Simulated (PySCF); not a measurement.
SMILES [F][SnH]([F])[Cl] (HClF2Sn) (PBE0/def2-SVP optimised geometry):

```
5

Sn    -0.345    -1.043     0.000
F     -1.038    -1.999     1.513
F     -1.038    -2.004    -1.511
Cl    -1.349     1.043     0.000
H      1.349    -1.043     0.000
```

Computed with PySCF with PBE0/def2-TZVP, def2 effective core potentials past Kr.

Question: What are the frontier orbital energies and the dipole moment?

Answer: HOMO-2 -10.72 eV, HOMO-1 -9.93 eV, HOMO -9.87 eV, LUMO -2.42 eV, LUMO+1 -0.73 eV; dipole moment 3.03 D.

On the same geometry PBE/def2-TZVP, def2 effective core potentials past Kr in PySCF 2.14.0 gives HOMO-2 -9.06 eV, HOMO-1 -8.44 eV, HOMO -8.39 eV, LUMO -3.37 eV, LUMO+1 -1.50 eV; dipole moment 2.83 D.
